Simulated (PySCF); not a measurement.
**Mg: excitation energy**

Mg [Ne] 3s2 (1S) → Mg [Ne] 3s1 4s1 (3S), as a difference of total energies. Computed with PySCF 2.14 in aug-cc-pVDZ, with the non-relativistic Hamiltonian (point nucleus). Correlated levels: valence: [Ne] frozen. The calculations carry no spin-orbit coupling.

```
           method  excitation energy (eV)  error (eV)
              UHF                   4.243      -0.865
              LDA                   5.100      -0.008
              PBE                   4.988      -0.120
             PBE0                   4.946      -0.162
           r2SCAN                   4.864      -0.244
        BHandHLYP                   5.132      +0.024
            TPSSh                   4.986      -0.122
             BP86                   5.045      -0.063
           B2PLYP                   5.091      -0.017
    MP2 (valence)                   4.781      -0.327
SCS-MP2 (valence)                   4.934      -0.174
```

Reference: 5.108 eV (measured; NIST levels).

Errors of the correlated levels include the incompleteness of this basis and the frozen core.
